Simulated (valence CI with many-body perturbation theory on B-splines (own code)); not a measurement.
Ru21+: magnetic and hyperfine properties of the levels

Computed by configuration interaction combined with many-body perturbation theory (CI+MBPT): five valence electrons over a frozen Dirac-Fock core [Ar], a basis of 7 s, 7 p, 8 d, 6 f, 4 g, 1 h functions for each j, with the one-electron correlation potential Σ1, the two-electron term Σ2, the three-electron term Σ3, Breit, model QED; selected CI, second order for the rest (own B-spline code, finite nucleus).

No measured spectrum was set against this ion. As an estimate, terms of the open shell hold to 2 to 4 % of their energy, and close levels can change places. Core correlation moves these levels by up to 13000 cm⁻¹, and in measured spectra 5 to 20 % of such shifts remained as error; rates that hang on mixing are uncertain with them. Only levels of the ground parity were solved; by the run's estimate the other parity begins above the list, which can be wrong where configurations are misplaced.

A/g_I is the dipole constant over the nuclear g factor μ/I (μ in nuclear magnetons, uniformly magnetised nucleus), B/Q the quadrupole constant per barn. Both hold the static response of the core; the bare values leave it out. Large factors of s and p1/2 electrons are usually good to 5 to 10 %; those of open d and f shells near neutrality can be off by tens of per cent, and small factors of p3/2, d and f electrons come from cancelling terms and can be off by a factor of two or in sign, in half-filled shells by more. B is blank for J = 1/2, where it vanishes, and for nearly pure S terms. Energies count from the lowest level.

Names give the largest LS component (configuration and term), which can be under half, so a name can repeat, a term be missing and a line seem to break the LS rules; names also repeat where a configuration has a term twice. Letters in brackets count levels of one name in rising energy.

```csv
Level,E (cm⁻¹),g,A/g_I (MHz),A/g_I bare,B/Q (MHz/b),B/Q bare
3d5 6S_5/2,0,1.956,-428,303,,
3d5 4G_5/2 [a],86467,1.033,5970,6040,7600,7780
3d5 4G_7/2,103730,1.053,6540,6620,5340,5470
3d5 4G_11/2,105870,1.238,6680,6890,-93.5,-95.1
3d5 4P_3/2,108010,1.429,5720,6070,6120,6270
3d5 4G_5/2 [b],108730,1.056,5570,5660,3160,3250
3d5 4G_9/2,110150,1.168,6310,6470,4030,4130
3d5 4P_1/2,118980,1.953,-2710,-1960,,
3d5 4D_7/2,132370,1.337,4340,4620,2430,2480
3d5 4D_5/2,141580,1.311,5880,6140,-1140,-1170
3d5 4D_1/2,147810,0.674,14000,13700,,
3d5 4D_3/2,151860,1.354,6710,7000,-2900,-2980
3d5 2I_11/2,152440,0.977,7840,7860,874,896
3d5 2I_13/2,163820,1.074,7740,7830,-26.0,-23.0
3d5 2F_7/2 [a],164360,1.125,7750,7880,-7650,-7840
3d5 2D_3/2 [a],167690,0.689,11400,11200,-935,-955
3d5 2G_9/2 [a],169430,1.170,6260,6430,-125,-140
3d5 2F_5/2 [a],171580,1.088,5980,6080,1870,1920
3d5 4F_5/2,188450,1.052,7160,7240,-7620,-7810
3d5 2H_9/2,193470,1.089,7180,7290,1480,1520
3d5 2G_7/2 [a],200370,1.072,7910,8000,306,310
3d5 4F_3/2,205900,0.639,11900,11700,-1350,-1380
3d5 2F_7/2 [b],208530,1.054,7820,7900,-5540,-5680
3d5 2F_5/2 [b],211920,0.973,6460,6490,3350,3440
3d5 2H_11/2,221130,1.063,7580,7660,-837,-851
3d5 2F_7/2 [c],225400,1.147,7180,7320,-1820,-1850
3d5 2G_9/2 [b],227560,1.088,7020,7120,159,160
3d5 2S_1/2,233540,1.966,-1330,-592,,
3d5 2D_5/2 [a],241030,1.052,6990,7070,-1410,-1430
3d5 2D_3/2 [b],260110,0.812,9110,9020,-3790,-3890
3d5 2D_5/2 [b],275200,1.143,6180,6320,-2570,-2640
3d5 2G_9/2 [c],289680,1.108,6910,7030,-5530,-5670
3d5 2G_7/2 [b],296600,0.907,9130,9100,6890,7070
3d5 2P_3/2,338500,1.251,6590,6800,-7010,-7190
3d5 2P_1/2,351580,0.733,690,566,,
3d5 2D_5/2 [c],378720,1.196,5420,5600,-3510,-3600
3d5 2D_3/2 [c],388080,0.871,12100,12000,9880,10100
```

Q: Take the isotope of mass number 99, with I = 5/2, μ = -0.641 μN and Q = 0.079 b. What is the hyperfine structure of 3d5 4P_3/2?

A: From the table A = -1470 MHz, B = 483 MHz. Shifts from the centre of gravity in MHz: F = 1: 8060, F = 2: 4730, F = 3: 102, F = 4: -5390.
